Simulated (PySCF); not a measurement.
A structure optimised at PBE0-D3(BJ)/def2-TZVP, used in a PySCF frequency run:

```
Ge
H 1 1.5407
H 1 1.5407 2 106.65
H 1 1.5407 2 106.65 3 -113.67
Be 1 2.1914 2 112.17 4 -123.16
Cl 5 1.8015 3 152.77 1 -180.00
```

**Question.** Write its SMILES, formula and point group.

**Answer.** [Cl][Be][GeH3], BeClGeH3, C3v

**Question.** What are its rotational constants (standard atomic weights)?

**Answer.** 82.086, 1.2614, 1.2614 GHz
